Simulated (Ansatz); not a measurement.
Cartesian coordinates in Å:
```
N 0.169 -2.124 -1.279
Si -0.914 -0.814 -1.286
O -0.718 0.272 -0.047
Si 0.438 0.795 0.939
N -0.075 2.214 1.684
Cl 0.880 -0.557 2.404
Cl 2.162 0.987 -0.175
H 1.126 -2.007 -1.569
H 0.071 -2.883 -0.625
H -0.722 -0.061 -2.545
H -2.289 -1.337 -1.131
H -0.538 2.929 1.148
H 0.413 2.585 2.482
```

The species carries charge 0 and has multiplicity 1.

Task: List the PBE0/def2-TZVPP orbital energies in eV (Ansatz). (Estimate.)

Result: Computed: Occupied: -2767.38, -2767.27, -1804.85, -1803.22, -522.90, -391.29, -390.98, -259.25, -259.13, -197.53, -197.40, -197.40, -197.39, -197.28, -197.28, -146.87, -145.41, -101.58, -101.56, -101.51, -100.11, -100.07, -100.05, -28.25, -24.47, -23.95, -23.28, -22.79, -16.49, -14.59, -14.32, -14.04, -13.03, -12.55, -12.04, -11.20, -10.83, -10.44, -9.80, -9.52, -9.45, -9.11, -8.79, -8.07, -7.92. Lowest empty: 0.58, 0.69, 1.29, 1.48, 2.04, 2.24, 2.37, 2.63.
